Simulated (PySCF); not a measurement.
Xe+ (xenon, charge +1) across methods

[Kr] 4d10 5s2 5p4 6s1, high-spin 4P determinant (an excited configuration). Computed with PySCF 2.14 in aug-cc-pVTZ-DK3, with the spin-free X2C one-electron Hamiltonian (Gaussian nucleus).

```tsv
method	E (hartree)	mean ε 5p α (eV)	mean ε 5p β (eV)	mean ε 6s α (eV)	Σ⟨r²⟩ (bohr²)	⟨S²⟩
UHF	-7442.33133	-26.200	-23.823	-8.907	66.76	3.759
wB97X-V	-7444.99	-24.905	-23.331	-9.149	65.48	3.752
M06-L	-7445.10	-21.152	-19.547	-7.212	66.05	3.753
PBE0	-7444.94	-22.555	-20.743	-7.858	65.02	3.753
r2SCAN	-7445.28	-21.598	-19.746	-7.341	65.05	3.754
TPSS	-7444.96	-21.134	-19.462	-7.232	64.64	3.753
LDA	-7438.57	-21.188	-19.603	-7.556	64.88	3.751
M06	-7445.44	-22.304	-20.598	-7.644	65.59	3.752
PBE	-7444.87	-21.033	-19.370	-7.371	64.78	3.752
```

The outer electron is Rydberg-like, and this basis confines it to a smaller radius and binds it less than a complete one would.
